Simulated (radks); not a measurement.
The numbers below are computed, except where a source is named.
The table gives one normalised radial function P(r) = r R(r) of Dy3+ in [Xe] 4f6 6s2 6p1 (r in bohr). Level of theory: scalar-relativistic Kohn-Sham, r2SCAN, spin-polarised, spherical densities, finite nucleus; open shells are filled with parallel spins first (spin-orbit coupling, left out, can overturn this in heavy ions); meta-GGA in the generalised Kohn-Sham scheme; Fermi nuclear charge, rms radius 5.2218 fm (a radial shooting solver on a logarithmic mesh with Libxc functionals).

r	P
0.002165	0.0397
0.00252	0.0442
0.002934	0.0489
0.003388	0.0535
0.003944	0.0585
0.004592	0.0635
0.005303	0.0679
0.006173	0.0722
0.007187	0.0755
0.008367	0.0776
0.009662	0.0779
0.01125	0.0759
0.0131	0.0710
0.01524	0.0623
0.01761	0.0503
0.0205	0.0331
0.02386	0.0113
0.02778	-0.0146
0.03208	-0.0418
0.03735	-0.0709
0.04348	-0.0973
0.05021	-0.1157
0.05845	-0.1235
0.06805	-0.1147
0.07922	-0.0860
0.09149	-0.0405
0.1065	0.0226
0.124	0.0907
0.1444	0.1484
0.1667	0.1767
0.1941	0.1641
0.2259	0.1014
0.2609	0.0034
0.3038	-0.1169
0.3536	-0.2170
0.4117	-0.2571
0.4754	-0.2156
0.5535	-0.0890
0.6444	0.0908
0.7501	0.2674
0.8663	0.3761
1.009	0.3834
1.174	0.2645
1.367	0.0418
1.579	-0.2159
1.838	-0.4755
2.139	-0.6641
2.471	-0.7372
2.876	-0.6978
3.348	-0.5645
3.898	-0.3890
4.502	-0.2335
5.241	-0.1128
6.101	-0.0437
7.103	-0.0134
8.203	-0.0034
9.55	-0.0006

Which n and l does it have? It may be an empty orbital.

Answer. n = 6, l = 0: the number of nodes gives n - l - 1 = 5, the rise at small r (about r^(l+1), flatter next to the nucleus through relativity) gives l, and the extent must fit the shell. The curve is that of 6s up; the table hardly tells the two spins apart. 6s up: eigenvalue -31.245 eV, 5 radial nodes at r = 0.0256, 0.101, 0.262, 0.598, 1.40 bohr, <r> = 2.71 bohr, 90 % of the charge inside 3.81 bohr.
